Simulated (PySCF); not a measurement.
Gas-phase reaction: 2 SnCl₂ + H₂ + 2 Cl ⇌ 2 SnHCl₃

Method: PySCF energies (xtb for GFN2) plus ideal-gas RRHO corrections (1 bar). † marks an energy on the PBE0/def2-TZVP geometry and frequencies; other levels use their own. MP2 and CCSD(T) freeze the core. Open shells (unrestricted): Cl (multiplicity 2, electronic degeneracy 6); the rest are closed-shell singlets. GFN2 has no spin-polarisation term. Spin-orbit splitting is ignored; it lowers the true energy and changes the entropy of Cl. Sn: scalar-relativistic def2 core potential, no spin-orbit coupling. SnHCl₃: computed as isolated molecules; such fragments, hydroxides, amides, oligomers or adducts are transient or little studied in the gas. MP2 isn't extrapolated to the basis-set limit; its ΔH°(298 K) is -521.9 kJ in def2-SVP and -519.9 kJ in def2-TZVPP. CCSD(T) isn't extrapolated to the basis-set limit; its ΔH°(298 K) is -478.9 kJ in def2-SVP and -501.2 kJ in def2-TZVPP. The harmonic model lacks anharmonicity and excited electronic states, which grow with temperature; levels with a mode under 35 cm⁻¹ are left out. Soft modes under 120 cm⁻¹ make the harmonic entropy rough for SnCl₂, SnHCl₃.

```csv
level,"ΔE electronic, kJ","ΔH°(298 K), kJ","ΔS°(298 K), J/K","ΔG°(1600 K), kJ"
CCSD(T)/def2-SVP†,-488,-479,-387,131
CCSD(T)/def2-TZVPP†,-510,-501,-387,109
GFN2-xTB,-226,-225,-370,348
HF/def2-TZVP†,-385,-376,-387,234
MP2/def2-SVP†,-531,-522,-387,88
MP2/def2-TZVPP†,-529,-520,-387,90
PBE0/def2-QZVP†,-513,-505,-387,106
LDA/def2-TZVP†,-627,-618,-387,-8
ωB97X-V/def2-TZVP†,-544,-536,-387,75
```
ΔH° is lowest at LDA/def2-TZVP† and highest at GFN2-xTB. No reference value is set beside these.
